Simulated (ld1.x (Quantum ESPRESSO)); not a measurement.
iodine, TM: configuration errors across variants

iodine (I), norm-conserving Troullier–Martins (Kleinman–Bylander form), made with ld1.x (Quantum ESPRESSO) 7.5 (PBE, scalar-relativistic). Core [Kr] 4d10, reference 5s1 5p6. Waves: 5p (bound): rc 2.20 bohr; 5s (bound): rc 1.60 bohr. Local part: the s channel. Core correction: a·sin(br)/r model core inside 1.45 bohr.

All-electron excitation energies from the reference (eV): (1) 5s2 5p5 -10.414; (2) 5s2 5p4 0.717; (3) 5s2 5p3 20.563; (4) 5s2 5p4.5 -5.882; (5) 5s1 5p5 11.697; (6) 5s2 5p2 49.891; (7) 5s2 5p1 89.316.

5 further variants failed, have other tests or another functional or relativity, and are left out.

A true bound ghost makes a file unfit for plane-wave use even where its test errors are small: the radial tests pick states by their node count and pass the ghost by.

Errors AE − PS in meV (a dash: test not solved or not reliable):

```csv
change,(1),(2),(3),(4),(5),(6),(7),bound ghosts
base,-8.1,-9.7,-14,-9.0,-3.0,-35,-99,none
"all radii but the core radius scaled by about 1.15 (s 1.84, p 2.52 bohr)",-1.6,-4.3,-14,-2.8,-3.1,-54,-165,none
"type ultrasoft; waves now 5s (bound): rcut 1.40, rcutus 1.60 bohr; 5s channel at -0.9 Ry: rcut 1.40, rcutus 1.60 bohr; 5p (bound): rcut 1.90, rcutus 2.20 bohr; 5p channel at 0.85 Ry: rcut 1.90, rcutus 2.20 bohr; local potential all-electron potential smoothed inside 1.80 bohr (lloc = -1); augmentation built from norm-conserving waves at rcut, not smoothed further",-15,-16,-24,-15,-5.2,-54,-130,"s, d"
wave 5p (bound): rc 2.20 bohr becomes 5p (bound): rc 2.84 bohr,+6.1,-1.0,-25,+3.4,-3.6,-105,-306,none
wave 5s (bound): rc 1.60 bohr becomes 5s (bound): rc 2.36 bohr,-24,-26,-20,-26,-1.4,-12,-19,none
"all radii but the core radius scaled by about 0.87 (s 1.40, p 1.92 bohr)",-14,-17,-23,-15,-3.9,-43,-92,none
```

Task: Give the same row for: core correction a·sin(br)/r model core inside 1.94 bohr.

Result: -3.3, -8.7, -29, -5.0, -5.3, -84, -203; bound ghosts: none.
